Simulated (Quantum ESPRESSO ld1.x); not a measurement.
Results of a calculation; reference values are marked as such.
Question: The phosphorus ion P5+, 10 electrons, occupied as [Ne]. Code: ld1.x of Quantum ESPRESSO 7.5. Model: scalar-relativistic Kohn-Sham, LDA (Slater exchange, VWN5 correlation), spin-polarised, spherical densities, point nucleus. Some entries of the table are withheld. Estimate them.

| orbital | occ. | eigenvalue (hartree) | <r^2> (bohr^2) |
|---|---|---|---|
| 1s | 2 | (1) | (2) |
| 2s | 2 | (3) | 0.3181 |
| 2p | 6 | -7.34576 | 0.2862 |

Answer: 
(1) 1s eigenvalue (hartree): -79.1913
(2) 1s <r^2> (bohr^2): 0.01452
(3) 2s eigenvalue (hartree): -9.12272
